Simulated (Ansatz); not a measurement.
CH₇BO₃Si (`C[SiH2]OB(O)O`), relaxed with RKS PBE0-D4/def2-TZVP in Ansatz from a PBE-D4/def2-SVP geometry. The force threshold is 0.005 eV/Å; the program also tests the step.

Charge 0, multiplicity 1.

Start:

```xyz
13

C    -1.371    0.994   -1.032
Si   -0.965    0.609    0.760
O     0.671    0.187    0.932
B     1.348   -0.841    0.319
O     0.688   -1.658   -0.572
O     2.681   -1.060    0.583
H    -0.733    1.816   -1.413
H    -1.195    0.094   -1.654
H    -2.432    1.299   -1.142
H    -1.151    1.819    1.633
H    -1.832   -0.505    1.282
H     1.283   -2.343   -0.925
H     3.008   -0.410    1.229
```

**Question.** By how much does the energy fall, and how many steps does the optimiser take? (Estimate.)

**Answer.** Ansatz gave: 1.48 kcal/mol, in 7 steps, 1 of them rejected.

**Question.** Which bonds change most? (An estimate is asked.)

**Answer.** The calculation gave: Si2–O3 from 1.698 to 1.658 Å; C1–Si2 from 1.877 to 1.858 Å; Si2–H11 from 1.506 to 1.487 Å; Si2–H10 from 1.503 to 1.485 Å.

**Question.** Give the relaxed structure. (An estimate is asked.)

**Answer.** The calculation gave: 
```xyz
13

C    -1.386    1.016   -1.026
Si   -0.949    0.604    0.732
O     0.645    0.172    0.875
B     1.346   -0.853    0.316
O     0.727   -1.703   -0.557
O     2.667   -1.045    0.612
H    -0.768    1.834   -1.404
H    -1.240    0.145   -1.668
H    -2.434    1.323   -1.094
H    -1.115    1.788    1.613
H    -1.805   -0.500    1.242
H     1.318   -2.388   -0.877
H     2.993   -0.394    1.237
```
